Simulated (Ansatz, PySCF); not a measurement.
Donor–acceptor adduct: AlH3 (SMILES [AlH3]) (first 4 atoms) with C2H6O (SMILES COC); geometry from B3LYP-D3(BJ)/def2-TZVP, rigid monomers moved along the line of their centres of mass till Al1···O6 is 2.28 Å.
(charge 0, multiplicity 1):
```xyz
13

Al     0.07527    -0.21232     0.65209
H     -1.44493    -0.37966     0.19925
H      0.73711     1.20981     0.36305
H      1.01513    -1.50009     0.62713
C      0.37913    -0.96235     3.87253
O     -0.19810    -0.06982     2.91252
C     -0.99949     0.97259     3.48060
H     -0.41438    -1.45423     4.43843
H      1.02996    -0.40297     4.54734
H      0.95404    -1.69436     3.31412
H     -1.83266     0.53504     4.03328
H     -1.37572     1.57429     2.65816
H     -0.38661     1.58759     4.14182
```

Monomers are frozen at their geometry in the pair; levels with a basis set take the counterpoise correction. Rows marked so take none.

Rows in 3-21G carry no dispersion term and start afresh at each structure.

The values were computed with Ansatz (Gaussian orbitals); PySCF for 3-21G rows, the dispersion terms. 

Question: Estimate the interaction energy that PBE-D4/def2-TZVPPD returns for this input.

Answer: -1016 meV

Question: Estimate the interaction energy that B3LYP-D3(BJ)/def2-TZVPPD returns for this input.

Answer: -1043 meV

Question: Give the interaction energy at the level B3LYP/3-21G (no counterpoise).

Answer: -1495 meV

Ansatz is an electronic-structure program.
